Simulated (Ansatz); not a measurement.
Stepwise reaction of `O[Si](O)(F)S` with hydrogen sulfide, as a gas-phase model of exchange steps in deposition or etching. ΔE in kJ/mol; ΔG adds harmonic PBE0-D4 terms to CCSD(T)/CBS, at 1 bar.

Computed with Ansatz on PBE0-D4/def2-TZVP structures; ΔE is electronic, products minus reactants. CBS: MP2 limit from def2 TZ/QZ plus the TZ coupled-cluster correction, frozen cores. This one scheme is used for every species. Functionals use def2-TZVPP. B3LYP here is the variant with VWN-RPA as its local correlation; programs differ in this. One conformer a species, not always the lowest.

```tsv
step	reaction	PBE-D4	B3LYP-D4	ωB97M-V	CCSD(T)/CBS	ΔG(500 K)
1	`O[Si](O)(F)S` + H₂S → `O[Si](F)(S)S` + H₂O	37.5	51.4	52.1	48.7	59.8
2	`O[Si](F)(S)S` + H₂S → `F[Si](S)(S)S` + H₂O	34.8	48.2	49.7	45.5	56.8
```

By hand: ΔE of the 2 steps together at CCSD(T)/CBS.

(48.7) + (45.5) = 94.2 kJ/mol, or 47.1 kJ/mol a step.

In ΔE the steps differ by no more than 3.2 kJ/mol. All are uphill at CCSD(T)/CBS. ΔG lies between 56.8 and 59.8 kJ/mol a step. PBE-D4 differs from CCSD(T)/CBS by -11.2 to -10.7 kJ/mol a step. Only this route is followed, and other bonds may react first. Isolated molecules leave out the surface, adducts and barriers. Largest T1 diagnostic: 0.012.
